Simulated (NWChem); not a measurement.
System: FeF3, sextet; SMILES [F][Fe]([F])[F]

The following NWChem deck was run.

```
start job
memory heap 200 mb stack 900 mb global 1100 mb
geometry units angstroms noautoz
  Fe    -0.036713     0.067126     0.171378
  F     -1.513227    -0.867444     0.221368
  F     -0.052307     1.693793    -0.468676
  F      1.456472    -0.625285     0.760329
end
basis spherical
  * library 6-31g*
end
dft
  odft
  mult 6
  xc hfexch
  iterations 150
  mulliken
end
task dft energy
```

NWChem printed, in part:

```
             Northwest Computational Chemistry Package (NWChem) 7.3.0
             --------------------------------------------------------

 C3H symmetry detected

                             Geometry "geometry" -> ""
                             -------------------------

 Output coordinates in angstroms (scale by  1.889725989 to convert to a.u.)

  No.       Tag          Charge          X              Y              Z
 ---- ---------------- ---------- -------------- -------------- --------------
    1 Fe                  26.0000    -0.00000000    -0.00000000    -0.00000000
    2 F                    9.0000    -0.35353140    -1.71200806     0.00000000
    3 F                    9.0000    -1.30587677     1.16217120     0.00000000
    4 F                    9.0000     1.65940817     0.54983686     0.00000000

 Effective nuclear repulsion energy (a.u.)     254.9719531135

      Symmetry information
      --------------------

 Group name             C3h
 Group number             22
 Group order               6
 No. of unique centers     2

  xc_inp: hfexch multiplicative factor not found.

                                 NWChem DFT Module
                                 -----------------

 Summary of "ao basis" -> "ao basis" (spherical)
 ------------------------------------------------------------------------------
       Tag                 Description            Shells   Functions and Types
 ---------------- ------------------------------  ------  ---------------------
 Fe                          6-31g*                 12       34   5s4p2d1f
 F                           6-31g*                  6       14   3s2p1d

      Symmetry analysis of basis
      --------------------------

        a'         19
        e'+        17
        e'-        17
        a"          9
        e"+         7
        e"-         7

  Rotation of axis

            General Information
            -------------------
          SCF calculation type: DFT
          Wavefunction type:  spin polarized.
          No. of atoms     :     4
          No. of electrons :    53
           Alpha electrons :    29
            Beta electrons :    24
          Charge           :     0
          Spin multiplicity:     6
          Use of symmetry is: on ; symmetry adaption is: on
          Maximum number of iterations: 150
          AO basis - number of functions:    76
                     number of shells:    30
          Convergence on energy requested:  1.00D-06
          Convergence on density requested:  1.00D-05
          Convergence on gradient requested:  5.00D-04

              XC Information
              --------------
                     Hartree-Fock (Exact) Exchange  1.000

      Superposition of Atomic Density Guess
      -------------------------------------

 Sum of atomic energies:       -1560.24657361

      Non-variational initial energy
      ------------------------------

 Total energy =   -1559.126872
 1-e energy   =   -2670.500065
 2-e energy   =     856.401239
 HOMO         =      -0.229708
 LUMO         =      -0.176709

   Symmetry analysis of molecular orbitals - initial alpha
   -------------------------------------------------------

  Numbering of irreducible representations:

     1 a'          2 e'+         3 e'-         4 a"          5 e"+
     6 e"-

  Orbital symmetries:

     1 a'          2 a'          3 e'+         4 e'+         5 a"
     6 a'          7 e'+         8 e'+         9 a'         10 e'+
    11 e'+        12 a"         13 a'         14 e'+        15 e'+
    16 a'         17 e'+        18 e'+        19 e"+        20 e"+
    21 e'+        22 e'+        23 a"         24 a'         25 a'
    26 e"+        27 e"+        28 e'+        29 e'+        30 a'
    31 a"         32 e'+        33 e'+        34 a'         35 a"
    36 e'+        37 e'+        38 e"+        39 e"+

   Symmetry analysis of molecular orbitals - initial beta
   ------------------------------------------------------

  Numbering of irreducible representations:

     1 a'          2 e'+         3 e'-         4 a"          5 e"+
     6 e"-

  Orbital symmetries:

     1 a'          2 a'          3 e'+         4 e'+         5 a"
     6 a'          7 e'+         8 e'+         9 a'         10 e'+
    11 e'+        12 a"         13 a'         14 e'+        15 e'+
    16 a'         17 e'+        18 e'+        19 e"+        20 e"+
    21 e'+        22 e'+        23 a"         24 a'         25 a'
    26 e"+        27 e"+        28 e'+        29 e'+        30 a'
    31 a"         32 e'+        33 e'+        34 a'         35 a"
    36 e'+        37 e'+        38 e"+        39 e"+

     ---------------------------------------------
      Total Density - Mulliken Population Analysis
     ---------------------------------------------

    Atom       Charge   Shell Charges
 -----------   ------   -------------------------------------------------------
    1 Fe  26    23.74   2.00  2.00  6.00  2.00  6.00  0.28  0.14  0.10  0.05  3.20  1.97  0.01
    2 F    9     9.75   2.00  0.96  3.52  1.01  2.25  0.01
    3 F    9     9.75   2.00  0.96  3.52  1.01  2.25  0.01
    4 F    9     9.75   2.00  0.96  3.52  1.01  2.25  0.01

     --------------------------------------------
      Spin Density - Mulliken Population Analysis
     --------------------------------------------

    Atom       Charge   Shell Charges
 -----------   ------   -------------------------------------------------------
    1 Fe  26     4.69   0.00  0.00  0.00 -0.00  0.00  0.11  0.03  0.08 -0.00  2.89  1.58  0.00
    2 F    9     0.10   0.00  0.00  0.08 -0.00  0.02  0.00
    3 F    9     0.10   0.00  0.00  0.08 -0.00  0.02  0.00
    4 F    9     0.10   0.00  0.00  0.08 -0.00  0.02  0.00

   convergence    iter        energy       DeltaE   RMS-Dens  Diis-err
 ---------------- ----- ----------------- --------- --------- ---------
 d= 0,ls=0.0,diis     1  -1560.3240131001 -1.82D+03  1.02D-02  1.73D+00
                                                     8.36D-03  5.37D-01
 d= 0,ls=0.0,diis     2  -1560.3485739893 -2.46D-02  4.05D-03  9.40D-01
                                                     5.99D-03  1.20D+00
 d= 0,ls=0.0,diis     3  -1560.7067375959 -3.58D-01  1.47D-03  2.74D-02
                                                     1.23D-03  1.16D-02
 d= 0,ls=0.0,diis     4  -1560.7203683932 -1.36D-02  3.75D-04  1.63D-03
                                                     2.84D-04  7.01D-04
 d= 0,ls=0.0,diis     5  -1560.7212736833 -9.05D-04  2.38D-04  2.49D-04
                                                     1.90D-04  1.11D-04
  Resetting Diis
 d= 0,ls=0.0,diis     6  -1560.7214843073 -2.11D-04  5.63D-05  1.02D-05
                                                     6.43D-05  2.37D-05
 d= 0,ls=0.0,diis     7  -1560.7215056349 -2.13D-05  1.75D-05  3.17D-06
                                                     1.17D-05  1.49D-06
 d= 0,ls=0.0,diis     8  -1560.7215076633 -2.03D-06  1.02D-05  4.88D-07
                                                     1.36D-05  1.06D-06
 d= 0,ls=0.0,diis     9  -1560.7215085990 -9.36D-07  1.13D-05  5.36D-07
                                                     7.25D-06  7.45D-08
 d= 0,ls=0.0,diis    10  -1560.7215089024 -3.03D-07  1.25D-06  3.18D-09
                                                     1.30D-06  1.36D-08

         Total DFT energy =    -1560.721508902420
      One electron energy =    -2667.399194148888
           Coulomb energy =      936.602436586766
    Exchange-Corr. energy =      -84.896704453842
 Nuclear repulsion energy =      254.971953113545

 Numeric. integr. density =        0.000000000000

                  Occupations of the irreducible representations
                  ----------------------------------------------

                     irrep           alpha         beta
                     --------     --------     --------
                     a'                8.0          7.0
                     e'+              14.0         12.0
                     e'-               0.0          0.0
                     a"                3.0          3.0
                     e"+               4.0          2.0
                     e"-               0.0          0.0

                    DFT Final Alpha Molecular Orbital Analysis
                    ------------------------------------------

 Vector   27  Occ=1.000000D+00  E=-6.155920D-01  Symmetry=e"+
              MO Center= -2.9D-01,  7.9D-01,  1.6D-15, r^2= 2.7D+00
   Bfn.  Coefficient  Atom+Function         Bfn.  Coefficient  Atom+Function
  ----- ------------  ---------------      ----- ------------  ---------------
    53      0.507507  3 F  pz                57      0.395827  3 F  pz
    67     -0.364677  4 F  pz                71     -0.284428  4 F  pz
    21     -0.147502  1 Fe d  1              39     -0.142830  2 F  pz
    43     -0.111400  2 F  pz                19     -0.076795  1 Fe d -1
    26     -0.047434  1 Fe d  1

 Vector   28  Occ=1.000000D+00  E=-5.920032D-01  Symmetry=e'+
              MO Center= -4.9D-02,  1.1D-02, -1.5D-16, r^2= 3.3D+00
   Bfn.  Coefficient  Atom+Function         Bfn.  Coefficient  Atom+Function
  ----- ------------  ---------------      ----- ------------  ---------------
    38      0.307737  2 F  py                52      0.306777  3 F  py
    66      0.290311  4 F  py                18     -0.270024  1 Fe d -2
    42      0.244338  2 F  py                56      0.243058  3 F  py
    70      0.221115  4 F  py                51     -0.212391  3 F  px
    65     -0.201776  4 F  px                37     -0.192823  2 F  px

 Vector   29  Occ=1.000000D+00  E=-5.920032D-01  Symmetry=e'+
              MO Center=  4.9D-02, -1.1D-02, -6.2D-15, r^2= 3.3D+00
   Bfn.  Coefficient  Atom+Function         Bfn.  Coefficient  Atom+Function
  ----- ------------  ---------------      ----- ------------  ---------------
    65      0.312906  4 F  px                37      0.295480  2 F  px
    51      0.296440  3 F  px                22      0.270024  1 Fe d  2
    69      0.251226  4 F  px                55      0.229283  3 F  px
    41      0.228003  2 F  px                38      0.211837  2 F  py
    66      0.202885  4 F  py                52      0.192269  3 F  py

 Vector   30  Occ=0.000000D+00  E= 4.939251D-02  Symmetry=a'
              MO Center=  1.7D-15, -1.8D-15,  2.8D-18, r^2= 6.4D+00
   Bfn.  Coefficient  Atom+Function         Bfn.  Coefficient  Atom+Function
  ----- ------------  ---------------      ----- ------------  ---------------
    14      1.268728  1 Fe s                 40     -0.252469  2 F  s
    54     -0.252469  3 F  s                 68     -0.252469  4 F  s
     6      0.229103  1 Fe s                 20     -0.109458  1 Fe d  0
    10      0.105510  1 Fe s                 38     -0.084679  2 F  py
    65      0.082077  4 F  px                51     -0.064591  3 F  px

 Vector   31  Occ=0.000000D+00  E= 6.083463D-02  Symmetry=a"
              MO Center=  7.9D-17, -5.5D-16, -6.1D-21, r^2= 8.1D+00
   Bfn.  Coefficient  Atom+Function         Bfn.  Coefficient  Atom+Function
  ----- ------------  ---------------      ----- ------------  ---------------
    17      0.953715  1 Fe pz                43     -0.122261  2 F  pz
    57     -0.122261  3 F  pz                71     -0.122261  4 F  pz
    13      0.113467  1 Fe pz                39     -0.102144  2 F  pz
    53     -0.102144  3 F  pz                67     -0.102144  4 F  pz
     9     -0.073477  1 Fe pz                 5      0.033791  1 Fe pz

 Vector   32  Occ=0.000000D+00  E= 1.269832D-01  Symmetry=e'+
              MO Center=  1.3D-01,  9.2D-03,  2.4D-16, r^2= 1.0D+01
   Bfn.  Coefficient  Atom+Function         Bfn.  Coefficient  Atom+Function
  ----- ------------  ---------------      ----- ------------  ---------------
    16      1.072532  1 Fe py                15     -0.511292  1 Fe px
    54     -0.268938  3 F  s                 40      0.232587  2 F  s
    70     -0.095995  4 F  py                12     -0.093296  1 Fe py
    66     -0.086132  4 F  py                 8     -0.064608  1 Fe py
    56     -0.061373  3 F  py                37      0.053530  2 F  px

                     DFT Final Beta Molecular Orbital Analysis
                     -----------------------------------------

 Vector   22  Occ=1.000000D+00  E=-6.129236D-01  Symmetry=e"+
              MO Center=  8.2D-01,  1.6D-01,  3.4D-15, r^2= 2.6D+00
   Bfn.  Coefficient  Atom+Function         Bfn.  Coefficient  Atom+Function
  ----- ------------  ---------------      ----- ------------  ---------------
    67      0.504185  4 F  pz                71      0.409015  4 F  pz
    39     -0.280281  2 F  pz                43     -0.227375  2 F  pz
    53     -0.223904  3 F  pz                57     -0.181640  3 F  pz
    26     -0.087898  1 Fe d  1              21     -0.075765  1 Fe d  1
    24      0.035560  1 Fe d -1              19      0.030651  1 Fe d -1

 Vector   23  Occ=1.000000D+00  E=-6.129236D-01  Symmetry=e"+
              MO Center= -8.2D-01, -1.6D-01,  1.5D-15, r^2= 2.6D+00
   Bfn.  Coefficient  Atom+Function         Bfn.  Coefficient  Atom+Function
  ----- ------------  ---------------      ----- ------------  ---------------
    53     -0.452912  3 F  pz                39      0.420363  2 F  pz
    57     -0.367420  3 F  pz                43      0.341015  2 F  pz
    24     -0.087898  1 Fe d -1              19     -0.075765  1 Fe d -1
    26     -0.035560  1 Fe d  1              67      0.032549  4 F  pz
    21     -0.030651  1 Fe d  1              71      0.026405  4 F  pz

 Vector   24  Occ=1.000000D+00  E=-5.930044D-01  Symmetry=a'
              MO Center=  9.2D-15,  5.8D-14, -3.5D-23, r^2= 3.4D+00
   Bfn.  Coefficient  Atom+Function         Bfn.  Coefficient  Atom+Function
  ----- ------------  ---------------      ----- ------------  ---------------
    37      0.362561  2 F  px                66      0.351421  4 F  py
    41      0.288654  2 F  px                70      0.279786  4 F  py
    52     -0.276552  3 F  py                51     -0.246119  3 F  px
    56     -0.220178  3 F  py                55     -0.195949  3 F  px
    65     -0.116442  4 F  px                69     -0.092706  4 F  px

 Vector   25  Occ=0.000000D+00  E= 1.453441D-02  Symmetry=a'
              MO Center=  4.9D-15, -2.3D-15,  1.8D-16, r^2= 3.7D+00
   Bfn.  Coefficient  Atom+Function         Bfn.  Coefficient  Atom+Function
  ----- ------------  ---------------      ----- ------------  ---------------
    14      0.831344  1 Fe s                 20      0.331662  1 Fe d  0
    25      0.304676  1 Fe d  0               6      0.217846  1 Fe s
    40     -0.202967  2 F  s                 54     -0.202967  3 F  s
    68     -0.202967  4 F  s                 10     -0.185772  1 Fe s
     2     -0.054364  1 Fe s                 36     -0.033757  2 F  s

 Vector   26  Occ=0.000000D+00  E= 6.797207D-02  Symmetry=a"
              MO Center= -5.8D-17, -6.6D-17,  1.1D-19, r^2= 8.6D+00
   Bfn.  Coefficient  Atom+Function         Bfn.  Coefficient  Atom+Function
  ----- ------------  ---------------      ----- ------------  ---------------
    17      1.011298  1 Fe pz                43     -0.121400  2 F  pz
    57     -0.121400  3 F  pz                71     -0.121400  4 F  pz
    39     -0.099247  2 F  pz                53     -0.099247  3 F  pz
    67     -0.099247  4 F  pz                 9     -0.076831  1 Fe pz
    13      0.029314  1 Fe pz                 5      0.025494  1 Fe pz

[...]
```

Level: UHF/6-31G* (spherical d). Geometry: optimised at PBE0/def2-SVP, spin-unrestricted. No stability test was run on the SCF state.
